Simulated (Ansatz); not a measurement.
System: C4H6Si2, charge 0, multiplicity 1. 
Coordinates optimised at B3LYP-D3(BJ)/def2-TZVP (Ansatz, a program for electronic structure):
```xyz
12

C     -3.6087     0.3719     0.0080
C     -2.6264    -0.3159     0.1278
Si    -1.1508    -1.3695     0.3120
C      0.3541    -0.3673     0.0680
C      1.3607     0.2909    -0.0927
Si     2.8718     1.2893    -0.3360
H     -4.4746     0.9809    -0.0981
H     -1.1876    -2.4455    -0.6984
H     -1.1316    -1.9534     1.6679
H      4.0579     0.4200    -0.1833
H      2.8544     1.8759    -1.6929
H      2.9104     2.3681     0.6742
```

Total electronic energies in hartree. Correlated levels leave the core frozen unless marked. No spin-orbit coupling. No relativistic terms. Basis-set limits of correlation are two-point, X^-3; Hartree-Fock from the larger set. [CCSD(T)-MP2]/basis is that difference in the basis named.

| level | program | energy (Eh) |
|---|---|---|
| HF/STO-3G | Ansatz | -724.20035 |
| RI-HF/cc-pV(T+d)Z | Ansatz | -732.82536 |
| BLYP-D4/def2-TZVPD | Ansatz + dftd4 | -734.94053 |
| r2SCAN/def2-TZVPD | Ansatz | -734.82887 |
| PBE0-D4/def2-TZVP | Ansatz + dftd4 | -734.54158 |
| PBE0/def2-QZVPP | Ansatz | -734.56207 |
| BHLYP-D3(BJ)/def2-TZVPD | Ansatz + dftd3 | -734.90538 |
| r2SCAN0-D4/def2-TZVPD | Ansatz + dftd4 | -734.80337 |
| CAM-B3LYP-D4/def2-TZVPD | Ansatz + dftd4 | -734.91243 |
| LC-wPBE-D3(BJ)/def2-TZVPD | Ansatz + dftd3 | -734.67392 |
| MP2/STO-3G | Ansatz | -724.57851 |
| MP2/cc-pV(D+d)Z | Ansatz | -733.44583 |
| MP2/cc-pVTZ | Ansatz | -733.65542 |
| MP2/cc-pV(Q+d)Z | Ansatz | -733.73496 |
| SCS-MP2/6-31G | Ansatz | -733.00776 |
| SCS-MP2/6-31G* | Ansatz | -733.34132 |
| SCS-MP2/aug-cc-pV(T+d)Z | Ansatz | -733.68643 |
| CCSD/6-31G | Ansatz | -733.05128 |
| CCSD(T)/aug-cc-pV(Q+d)Z | Ansatz | -733.82469 |
| CCSD(T)/cc-pV(Q+d)Z | Ansatz | -733.81952 |
| RI-MP2/CBS(aug-cc-pV(T+d)Z,aug-cc-pV(Q+d)Z)+[CCSD(T)-MP2]/aug-cc-pV(T+d)Z | Ansatz | -733.8678 |
| RI-MP2/CBS(aug-cc-pV(T+d)Z,aug-cc-pV(Q+d)Z)+[CCSD(T)-MP2]/aug-cc-pV(Q+d)Z | Ansatz | -733.8597 |
| CCSD(T)/CBS(aug-cc-pV(T+d)Z,aug-cc-pV(Q+d)Z) | Ansatz | -733.8542 |

Totals of different functionals don't rank their quality; only differences between species are comparable.
